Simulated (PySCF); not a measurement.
A geometry optimisation, step by step.

Compound: C8H14O.
SMILES with atom numbers: `[CH3:1][C:2](=[C:3]=[O:4])[CH2:5][C:6]([CH3:7])([CH3:8])[CH3:9]` (hydrogens: H10, H11, H12 on C1; H13, H14 on C5; H15, H16, H17 on C7; H18, H19, H20 on C8; H21, H22, H23 on C9)

Computed by this run: PBE0-D3(BJ)/def2-SVP geometry optimisation, gas phase (PySCF); density fitting, grid level 1; the optimiser is geomeTRIC in internal coordinates, started from a GFN2-xTB structure with every atom displaced at random (about 0.01 Å). 7 of its 9 geometries are shown. The frame can shift and turn from step to step; on so coarse a grid that alone can change the energy by a few meV, and forces under 0.02 eV/Å are noise.

Step 0: E = -10551.2283 eV, largest atomic force 3.044 eV/Å
```
atom  x, y, z in Å  |  force x, y, z in eV/Å
C1      2.703   -0.516    0.050   -1.346   1.549   0.243
C2      1.571    0.466   -0.326    0.138  -1.978  -0.354
C3      1.738    1.739   -0.165    1.111   2.786   0.524
O4      1.981    2.888    0.001   -0.558  -1.474  -0.262
C5      0.302   -0.101   -0.930   -0.439   1.290   0.662
C6     -0.911   -0.107    0.033    0.365  -0.337   0.331
C7     -2.043   -0.848   -0.668   -0.204   0.422   0.247
C8     -1.333    1.321    0.352   -1.335  -0.893   0.549
C9     -0.561   -0.839    1.352   -0.450  -0.169  -1.698
H10     3.516    0.034    0.508    0.537   0.053   0.240
H11     2.307   -1.238    0.760   -0.015  -0.416   0.287
H12     3.045   -1.008   -0.838    0.409  -0.578  -0.795
H13     0.001    0.486   -1.820    0.115  -0.266  -0.011
H14     0.504   -1.114   -1.225    0.209  -0.830  -0.435
H15    -1.782   -1.887   -0.883    0.079  -0.257  -0.072
H16    -2.940   -0.840   -0.031   -0.104  -0.095  -0.026
H17    -2.304   -0.345   -1.608   -0.054  -0.022  -0.174
H18    -0.560    1.868    0.858    0.652   0.504   0.414
H19    -1.618    1.840   -0.551   -0.136   0.488  -0.629
H20    -2.239    1.313    1.020    0.622   0.039  -0.389
H21    -1.452   -0.912    1.963   -0.340  -0.072   0.494
H22     0.226   -0.332    1.866    0.747   0.608   0.712
H23    -0.205   -1.843    1.102   -0.001  -0.352   0.141
```

Step 1: E = -10551.3508 eV, largest atomic force 1.533 eV/Å
```
atom  x, y, z in Å  |  force x, y, z in eV/Å
C1      2.736   -0.485    0.079   -0.339   0.396  -0.077
C2      1.621    0.459   -0.310    0.277  -0.440   0.072
C3      1.694    1.771   -0.219   -0.409  -1.252  -0.339
O4      1.589    2.920   -0.232    0.320   1.487   0.192
C5      0.329   -0.097   -0.897   -0.112   0.240   0.260
C6     -0.898   -0.115    0.046    0.147  -0.135   0.083
C7     -2.033   -0.834   -0.681   -0.065   0.111   0.037
C8     -1.337    1.308    0.382   -0.249  -0.059   0.112
C9     -0.561   -0.865    1.340    0.050   0.018  -0.343
H10     3.579    0.056    0.526    0.104  -0.041   0.024
H11     2.370   -1.220    0.811    0.071  -0.087   0.015
H12     3.096   -1.022   -0.814    0.059  -0.073   0.065
H13     0.047    0.478   -1.796    0.005  -0.138  -0.100
H14     0.537   -1.133   -1.210    0.046   0.027  -0.120
H15    -1.770   -1.876   -0.917    0.011  -0.023  -0.021
H16    -2.943   -0.844   -0.061   -0.024  -0.046   0.005
H17    -2.285   -0.318   -1.621    0.013  -0.040  -0.040
H18    -0.557    1.867    0.918   -0.004   0.019  -0.014
H19    -1.610    1.863   -0.529    0.057   0.079  -0.038
H20    -2.232    1.290    1.030    0.098  -0.004  -0.042
H21    -1.454   -0.952    1.975    0.029   0.015   0.117
H22     0.238   -0.351    1.893   -0.055   0.040   0.090
H23    -0.205   -1.880    1.106   -0.030  -0.094   0.063
```

Step 3: E = -10551.4402 eV, largest atomic force 0.399 eV/Å
```
atom  x, y, z in Å  |  force x, y, z in eV/Å
C1      2.674   -0.454    0.117    0.069   0.011   0.077
C2      1.590    0.485   -0.345   -0.023   0.125  -0.041
C3      1.771    1.792   -0.296    0.112   0.282   0.020
O4      1.925    2.952   -0.264   -0.050  -0.396  -0.001
C5      0.297   -0.062   -0.916    0.077  -0.102  -0.023
C6     -0.911   -0.122    0.040   -0.052  -0.039  -0.019
C7     -2.044   -0.851   -0.687   -0.004   0.001   0.012
C8     -1.369    1.290    0.405    0.012   0.017  -0.009
C9     -0.543   -0.884    1.313   -0.008  -0.015   0.036
H10     3.537    0.081    0.538   -0.008   0.006  -0.011
H11     2.304   -1.143    0.895   -0.020   0.035  -0.011
H12     3.042   -1.073   -0.719   -0.024   0.019  -0.027
H13     0.005    0.492   -1.824   -0.035   0.030   0.020
H14     0.521   -1.088   -1.255   -0.013   0.001  -0.035
H15    -1.755   -1.882   -0.945    0.003   0.005   0.003
H16    -2.948   -0.903   -0.060    0.007   0.002  -0.001
H17    -2.316   -0.335   -1.623    0.005   0.006   0.008
H18    -0.582    1.845    0.939   -0.002  -0.007   0.000
H19    -1.642    1.868   -0.493    0.001  -0.017   0.007
H20    -2.251    1.254    1.062   -0.019   0.009   0.014
H21    -1.414   -0.979    1.980   -0.007   0.012  -0.007
H22     0.248   -0.359    1.871   -0.006  -0.006  -0.003
H23    -0.186   -1.902    1.086   -0.014   0.022  -0.009
```

Step 4: E = -10551.4438 eV, largest atomic force 0.086 eV/Å
```
atom  x, y, z in Å  |  force x, y, z in eV/Å
C1      2.681   -0.438    0.120    0.038  -0.065   0.033
C2      1.587    0.485   -0.352   -0.051   0.058  -0.035
C3      1.781    1.789   -0.301    0.025   0.069   0.002
O4      1.956    2.942   -0.261   -0.014  -0.061  -0.002
C5      0.295   -0.069   -0.918    0.068  -0.052  -0.005
C6     -0.914   -0.130    0.040   -0.024  -0.013  -0.003
C7     -2.051   -0.850   -0.687    0.007  -0.004  -0.004
C8     -1.363    1.285    0.406    0.009   0.018   0.003
C9     -0.555   -0.894    1.314    0.000  -0.005   0.030
H10     3.541    0.109    0.531   -0.008   0.005  -0.009
H11     2.316   -1.119    0.906   -0.007   0.010   0.001
H12     3.050   -1.062   -0.712   -0.008   0.005  -0.003
H13    -0.005    0.491   -1.820   -0.013   0.024   0.014
H14     0.518   -1.093   -1.267   -0.002   0.009  -0.001
H15    -1.767   -1.883   -0.947    0.000   0.002   0.000
H16    -2.955   -0.898   -0.059    0.002   0.003   0.000
H17    -2.319   -0.331   -1.622   -0.002   0.004   0.002
H18    -0.571    1.834    0.940   -0.012  -0.007  -0.001
H19    -1.630    1.865   -0.493   -0.008  -0.003   0.002
H20    -2.246    1.257    1.063   -0.001   0.003  -0.001
H21    -1.430   -0.979    1.978   -0.002   0.004  -0.009
H22     0.239   -0.376    1.875    0.004  -0.005  -0.007
H23    -0.208   -1.915    1.087    0.000   0.002  -0.005
```

Step 5: E = -10551.4447 eV, largest atomic force 0.042 eV/Å
```
atom  x, y, z in Å  |  force x, y, z in eV/Å
C1      2.678   -0.438    0.125    0.003  -0.015   0.013
C2      1.589    0.489   -0.354   -0.022   0.001  -0.009
C3      1.788    1.792   -0.309    0.009  -0.037   0.004
O4      1.968    2.944   -0.273    0.000   0.042  -0.003
C5      0.297   -0.067   -0.919    0.014  -0.008  -0.005
C6     -0.913   -0.130    0.040    0.000   0.000   0.004
C7     -2.049   -0.849   -0.690    0.007  -0.004  -0.005
C8     -1.364    1.283    0.409    0.007   0.001  -0.003
C9     -0.555   -0.897    1.313   -0.003   0.003   0.008
H10     3.541    0.108    0.531    0.001   0.001  -0.004
H11     2.308   -1.110    0.917    0.001   0.005   0.000
H12     3.042   -1.070   -0.703   -0.006   0.002   0.002
H13    -0.006    0.497   -1.817   -0.006   0.010   0.008
H14     0.520   -1.089   -1.271    0.000   0.005  -0.002
H15    -1.765   -1.881   -0.952   -0.001   0.000  -0.002
H16    -2.953   -0.899   -0.062   -0.001   0.000   0.000
H17    -2.317   -0.327   -1.622   -0.002   0.002   0.001
H18    -0.574    1.832    0.945    0.001  -0.001   0.000
H19    -1.633    1.864   -0.488   -0.004   0.000  -0.001
H20    -2.248    1.253    1.066    0.001  -0.003  -0.002
H21    -1.431   -0.982    1.976    0.001   0.000  -0.002
H22     0.239   -0.383    1.875    0.002  -0.001  -0.004
H23    -0.210   -1.918    1.083    0.000  -0.003  -0.001
```

Step 7: E = -10551.4457 eV, largest atomic force 0.044 eV/Å
```
atom  x, y, z in Å  |  force x, y, z in eV/Å
C1      2.668   -0.438    0.143   -0.018   0.026  -0.007
C2      1.589    0.494   -0.354    0.026  -0.029   0.019
C3      1.799    1.796   -0.324   -0.004  -0.012   0.000
O4      1.988    2.947   -0.301    0.000   0.012  -0.002
C5      0.299   -0.060   -0.921   -0.025   0.020  -0.003
C6     -0.912   -0.132    0.038    0.010  -0.002   0.002
C7     -2.046   -0.846   -0.697   -0.003   0.001   0.001
C8     -1.363    1.279    0.416   -0.006  -0.004   0.000
C9     -0.555   -0.907    1.307    0.000   0.002  -0.011
H10     3.539    0.106    0.534    0.004  -0.002  -0.001
H11     2.291   -1.087    0.950    0.005  -0.003   0.003
H12     3.019   -1.091   -0.673    0.001  -0.005   0.001
H13    -0.010    0.516   -1.811    0.003  -0.003  -0.001
H14     0.522   -1.077   -1.285    0.002  -0.002  -0.006
H15    -1.761   -1.875   -0.969    0.001   0.000  -0.001
H16    -2.949   -0.904   -0.069    0.000  -0.002   0.000
H17    -2.316   -0.316   -1.625    0.000   0.000  -0.001
H18    -0.572    1.825    0.954    0.004   0.002  -0.002
H19    -1.634    1.865   -0.477    0.002   0.001   0.000
H20    -2.246    1.244    1.074    0.001   0.000   0.001
H21    -1.430   -0.993    1.969    0.000  -0.001   0.002
H22     0.242   -0.397    1.870   -0.002   0.001   0.004
H23    -0.212   -1.928    1.071    0.001  -0.001   0.002
```

Step 8: E = -10551.4460 eV, largest atomic force 0.032 eV/Å
```
atom  x, y, z in Å  |  force x, y, z in eV/Å
C1      2.663   -0.438    0.154   -0.010   0.017  -0.006
C2      1.591    0.495   -0.352    0.020  -0.020   0.015
C3      1.806    1.797   -0.330   -0.004   0.017  -0.003
O4      1.997    2.948   -0.317   -0.002  -0.015   0.001
C5      0.299   -0.054   -0.921   -0.016   0.013   0.000
C6     -0.911   -0.132    0.037    0.005  -0.002  -0.003
C7     -2.045   -0.844   -0.703   -0.005   0.003   0.002
C8     -1.363    1.277    0.421   -0.005  -0.002   0.000
C9     -0.555   -0.913    1.302    0.001  -0.001  -0.007
H10     3.540    0.105    0.535    0.002  -0.001  -0.001
H11     2.286   -1.075    0.970    0.003  -0.002   0.003
H12     3.007   -1.103   -0.656    0.002  -0.004   0.000
H13    -0.009    0.528   -1.807    0.004  -0.003  -0.003
H14     0.522   -1.069   -1.293    0.000  -0.002  -0.004
H15    -1.758   -1.871   -0.981    0.001   0.000  -0.001
H16    -2.948   -0.907   -0.075    0.001  -0.001   0.000
H17    -2.316   -0.308   -1.627    0.001   0.000  -0.001
H18    -0.571    1.821    0.960    0.002   0.001  -0.001
H19    -1.635    1.866   -0.470    0.002   0.000   0.000
H20    -2.245    1.239    1.079    0.001   0.000   0.002
H21    -1.432   -1.002    1.963   -0.001  -0.002   0.001
H22     0.240   -0.405    1.869   -0.003   0.001   0.004
H23    -0.212   -1.933    1.063    0.001   0.001   0.000
```

Task: Summarise the path.

Result: The energy falls by 0.2178 eV from step 0 to step 8; nine tenths of that is first reached at step 3. It falls at every step. The largest force goes from 3.044 to 0.032 eV/Å. Among the bonds C1–C2 changes most, from 1.545 to 1.509 Å; the atoms move by 0.126 Å rms after alignment.

What follows is the cost of the whole optimisation. The run took 1.8 min of wall time on one thread, AMD EPYC 9R45 (x86_64), shared host with 96 logical CPUs at a one-minute load of 51, and the process peaked at 0.88 GiB of memory.
